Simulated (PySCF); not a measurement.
Screening by computed properties: pick the candidate that meets the target.

Each SMILES stands for a single optimised conformer of the isolated species, non-relativistic unless stated. Electronic properties by PySCF.

Dipoles, sizes and rotational constants follow the conformer. The torsions of the flexible species, by atom-mapped SMILES:
- `[CH2:1]=[CH:2][CH2:3][C:4]1=[CH:5][O:6][CH:7]=[CH:8][CH2:9]1`: C1–C2–C3–C4 119°, C2–C3–C4–C5 109°
- `[CH3:1][S:2][c:3]1[cH:4][n:5][n:6][c:7]([C:8]#[N:9])[c:10]1[CH3:11]`: C1–S2–C3–C4 0°
- `[CH2:1]=[CH:2][C:3](=[CH2:4])[CH2:5][SiH2:6][N:7]([CH3:8])[CH3:9]`: C1–C2–C3–C4 175°, C2–C3–C5–Si6 85°, C3–C5–Si6–N7 176°, C5–Si6–N7–C8 40°
- `[CH3:1][SiH2:2][O:3][Si@@H:4]([CH3:5])[S:6][SiH3:7]`: C1–Si2–O3–Si4 -12°, Si2–O3–Si4–C5 -73°, O3–Si4–S6–Si7 56°
- `[CH2:1]=[C:2]([C:3]#[N:4])[SiH:5]([CH3:6])[CH3:7]`: C1–C2–Si5–C6 120°
- `[CH3:1][CH2:2][CH2:3][c:4]1[cH:5][cH:6][cH:7][cH:8][n:9]1`: C1–C2–C3–C4 -66°, C2–C3–C4–C5 -75°
- `[CH2:1]=[CH:2]/[C:3]([CH3:4])=[N:5]\[C@@H:6]([SiH3:7])[CH2:8][CH3:9]`: C1–C2–C3–C4 5°, C3–N5–C6–Si7 90°, N5–C6–C8–C9 67°

The conformers of `C/C1=C/[C@@H](F)C/C=C\CC1` and `C#C[Si@@H]1CCCN1` aren't listed.

Task: Wanted: HOMO–LUMO gap below 5.7 eV (PBE0/pcSseg-1) and HOMO energy above -6.8 eV (PBE0/pcSseg-1), at GFN2-xTB geometries. Which candidate meets both?
A. `C=CCC1=COC=CC1`
B. `C=CC(=C)C[SiH2]N(C)C`
C. `CSc1cnnc(C#N)c1C`
D. `C[SiH2]O[Si@@H](C)S[SiH3]`
E. `C/C1=C/[C@@H](F)C/C=C\CC1`
F. `C#C[Si@@H]1CCCN1`
G. `C=C(C#N)[SiH](C)C`

Result: B. Computed values:
```csv
species,HOMO–LUMO gap,HOMO energy
CSc1cnnc(C#N)c1C,5.04 eV,-7.12 eV
C=CC(=C)C[SiH2]N(C)C,5.44 eV,-6.20 eV
C=CCC1=COC=CC1,5.95 eV,-6.05 eV
C=C(C#N)[SiH](C)C,6.57 eV,-8.16 eV
C#C[Si@@H]1CCCN1,6.69 eV,-6.65 eV
C/C1=C/[C@@H](F)C/C=C\CC1,6.96 eV,-6.85 eV
C[SiH2]O[Si@@H](C)S[SiH3],7.54 eV,-7.33 eV
```

Task: Wanted: dipole moment between 1.2 D and 3.5 D (PBE0/pcSseg-1) and smallest rotational constant above 0.8 GHz (GFN2-xTB), at GFN2-xTB geometries. Which candidate meets both?
A. `CCCc1ccccn1`
B. `C/C=C1\[SiH2]O[Si@@]1(C)Cl`
C. `CSc1cnnc(C#N)c1C`
D. `C=CCC1=COC=CC1`
E. `C=C(C#N)[SiH](C)C`
F. `C(/C(=N\[C@@H]([SiH3])CC)C)=C`

Result: A. Computed values:
```csv
species,dipole moment,smallest rotational constant
C=CCC1=COC=CC1,0.86 D,0.849 GHz
C(/C(=N\[C@@H]([SiH3])CC)C)=C,1.59 D,0.693 GHz
CCCc1ccccn1,1.87 D,1.003 GHz
C/C=C1\[SiH2]O[Si@@]1(C)Cl,3.27 D,0.748 GHz
C=C(C#N)[SiH](C)C,3.72 D,1.406 GHz
CSc1cnnc(C#N)c1C,7.43 D,0.501 GHz
```
